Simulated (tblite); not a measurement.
Species: C7H13Al.
Bonds: C1–C2, C2–C3 (triple), C3–Al4, Al4–C5, C5–C6, C5–C7, C5–C8. Hydrogens: H9, H10, H11 on C1; H12 on Al4; H13, H14, H15 on C6; H16, H17, H18 on C7; H19, H20, H21 on C8.

Computed with GFN2-xTB (tblite), gas phase: L-BFGS steps from a force-field or distance-geometry start until the largest atomic force falls under 0.01 eV/Å.

Step 0: E = -614.8322 eV
```
atom  x, y, z in Å  |  force x, y, z in eV/Å
C1      4.4577    0.0414   -0.1418   -0.427   0.039   0.016
C2      3.0617   -0.3803    0.0602    2.724   0.751  -0.361
C3      1.9367   -0.7411    0.2467   -2.029  -0.636   0.299
Al4     0.0912   -1.2891    0.5113    0.240  -0.612   0.233
C5     -1.4157    0.0041    0.1694    0.285  -0.126  -0.253
C6     -1.3657    0.4377   -1.3142    0.093   0.507  -0.053
C7     -1.2421    1.2335    1.0705   -0.224   0.314   0.471
C8     -2.7485   -0.6806    0.4618   -0.673  -0.174   0.095
H9      5.0373   -0.7935   -0.5805   -0.255   0.488   0.240
H10     4.8938    0.3353    0.8350   -0.175  -0.160  -0.612
H11     4.4626    0.9104   -0.8334    0.141  -0.512   0.417
H12    -0.2352   -2.7786    1.0284    0.034   0.530  -0.192
H13    -2.1840    1.1576   -1.5264    0.459  -0.316  -0.006
H14    -0.3875    0.9320   -1.5432   -0.749  -0.375   0.159
H15    -1.4775   -0.4314   -1.9811    0.019   0.307   0.215
H16    -0.2750    1.7360    0.8881   -0.407  -0.246   0.051
H17    -2.0575    1.9676    0.9013    0.428  -0.292   0.096
H18    -1.2716    0.9244    2.1441    0.011   0.271  -0.719
H19    -2.8877   -1.5755   -0.1845    0.105   0.479   0.402
H20    -3.5958    0.0116    0.2748    0.334  -0.354   0.086
H21    -2.8059   -1.0046    1.5235    0.066   0.120  -0.584
```

**Question.** Estimate the geometry and energy of step 1. (The exact step hangs on the optimiser's Hessian estimate; all steps are aligned on step 0, rigid shifts and turns removed.)

**Answer.** E = -614.8034 eV, largest force 5.004 eV/Å
```
atom  x, y, z in Å  |  force x, y, z in eV/Å
C1      4.4516    0.0419   -0.1416    0.631   0.226  -0.105
C2      3.1006   -0.3695    0.0550   -4.681  -1.570   0.814
C3      1.9077   -0.7502    0.2510    4.350   1.367  -0.727
Al4     0.0947   -1.2979    0.5146   -0.113  -0.520   0.211
C5     -1.4116    0.0023    0.1658    0.040  -0.065  -0.010
C6     -1.3644    0.4450   -1.3150   -0.043   0.046   0.085
C7     -1.2453    1.2379    1.0773   -0.056  -0.022  -0.025
C8     -2.7581   -0.6830    0.4632   -0.064   0.046  -0.040
H9      5.0336   -0.7865   -0.5771   -0.100   0.330   0.139
H10     4.8913    0.3330    0.8263   -0.030  -0.064  -0.365
H11     4.4647    0.9031   -0.8275    0.168  -0.229   0.199
H12    -0.2348   -2.7710    1.0256   -0.005   0.410  -0.147
H13    -2.1774    1.1530   -1.5265    0.226  -0.095  -0.043
H14    -0.3982    0.9266   -1.5410   -0.372  -0.163   0.075
H15    -1.4772   -0.4270   -1.9780    0.019   0.289   0.182
H16    -0.2808    1.7325    0.8889   -0.279  -0.155   0.049
H17    -2.0514    1.9634    0.9027    0.188  -0.096   0.057
H18    -1.2715    0.9283    2.1338   -0.013   0.158  -0.309
H19    -2.8862   -1.5686   -0.1788    0.027   0.223   0.220
H20    -3.5910    0.0066    0.2760    0.077  -0.155   0.034
H21    -2.8050   -1.0029    1.5152    0.029   0.038  -0.294
```

The energy changes by +0.0289 eV. The first-order estimate −F·Δx gives -0.2793 eV and the mean of the old and new forces, exact on a quadratic surface, +0.0137 eV. The step makes an angle of 0° with the force vector and moves no atom by more than 0.041 Å. The energy falls at the start of this step and ends higher, so the step passed the lowest point of its straight line.

The cost below is that of the whole relaxation. The run took 0.71 s wall on Intel Xeon 6975P-C, one thread, no GPU, on a shared host.
